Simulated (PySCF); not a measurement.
**Working out the ionisation energy of Rb**

Rb [Kr] 5s1 (2S) → Rb⁺ [Kr] (1S). Computed with PySCF 2.14 in aug-cc-pwCVTZ-X2C with one added diffuse shell each of s, p, d, f type (11s10p8d4f, 109 functions), with the spin-free X2C one-electron Hamiltonian (Gaussian nucleus). Frozen: [Ar] 3d10. Energies in hartree (1 hartree = 27.21139 eV):

```csv
part,Rb (lower),Rb⁺ (upper)
UHF,-2979.151197,-2979.011444
CCSD correlation,-0.184061,-0.172259
(T),-0.004995,-0.004018
```

Question: What does Hartree-Fock give?

Answer: (-2979.011444) − (-2979.151197) = 0.139753 hartree = 3.803 eV.

Question: What do CCSD and CCSD(T) give?

Answer: The CCSD correlation energies differ by 0.011802 hartree = 0.321 eV and the triples by 0.000977 hartree = 0.027 eV, so CCSD gives 4.124 eV and CCSD(T) 4.151 eV.

Measured between the centres of the two terms (NIST): 4.177 eV, so CCSD(T) (valence and next inner shell) is off by -0.026 eV.

What remains against the reference includes basis incompleteness, the frozen core and higher excitations.
